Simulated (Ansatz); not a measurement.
Geometry optimisation, RKS PBE/def2-SVP (Ansatz).

The input (input.yaml):

```yaml
crystal:
  periodic: [false, false, false]
  atoms:
    - { symbol: Zr, position_ang: [0.494551, 0.320237, -0.353299] }
    - { symbol: F, position_ang: [-0.82399, 0.517482, 2.522539] }
    - { symbol: Cl, position_ang: [1.921092, 0.187201, -2.211345] }
    - { symbol: Cl, position_ang: [-1.301788, 1.6933, -1.001582] }
    - { symbol: F, position_ang: [-0.038296, -1.458154, 0.05431] }
    - { symbol: O, position_ang: [1.586504, 1.144166, 1.136251] }
    - { symbol: H, position_ang: [2.395475, 1.681368, 1.19012] }
    - { symbol: H, position_ang: [0.018552, 0.8946, 2.661507] }
basis:
  gaussian: { orbitals: def2-SVP }
hamiltonian:
  xc: pbe
relax:
  f_tol: 0.03
  max_steps: 50
```

Run as:

```bash
$ ansatz run input.yaml --threads 4 --pin off --max-ram 5120MiB --backend cpu --events-out ev --progress --plain --runs-dir out
```

Question: Where does it end, and by what steps?

Answer: The run converged. The force dipped under the threshold on the way, but the program's further checks kept it going. After 31 steps the energy has fallen by 1.157 eV; H8 moved furthest, 1.47 Å. Parted: F2–H8 (0.93 → 2.50 Å). Joined: Zr1–F2 (3.17 → 1.92 Å), O6–H8 (2.20 → 0.98 Å).

| step | energy less start (eV) | largest force component (eV/Å) | accepted |
| --- | --- | --- | --- |
| 0 | 0.0000 | 1.344 | yes |
| 2 | -0.3044 | 0.490 | yes |
| 4 | -0.3921 | 0.234 | yes |
| 6 | -0.4057 | 0.588 | yes |
| 8 | -0.4134 | 0.033 | yes |
| 10 | -0.4148 | 0.029 | yes |
| 12 | -0.4249 | 0.367 | yes |
| 14 | -0.5203 | 0.920 | yes |
| 16 | -0.3107 | 7.382 | no |
| 18 | -0.9053 | 0.455 | yes |
| 20 | -0.9387 | 1.404 | no |
| 22 | -1.0428 | 0.496 | yes |
| 24 | -1.1062 | 0.262 | yes |
| 26 | -1.1418 | 0.397 | yes |
| 28 | -1.1530 | 0.336 | yes |
| 30 | -1.1572 | 0.050 | yes |
| 31 | -1.1574 | 0.018 | yes |

```xyz
8
Properties=species:S:1:pos:R:3
Zr -0.014 0.076 0.066
F -0.339 -0.313 1.919
Cl 2.174 -0.125 -0.910
Cl -1.402 1.756 -0.843
F -0.767 -1.516 -0.658
O 1.225 1.736 1.242
H 2.165 1.733 0.968
H 1.210 1.634 2.214
```

Time of the run: 36 s on 4 threads of Intel(R) Xeon(R) Platinum 8488C (Sapphire Rapids), with other jobs on the host, peak memory 0.2 GiB.
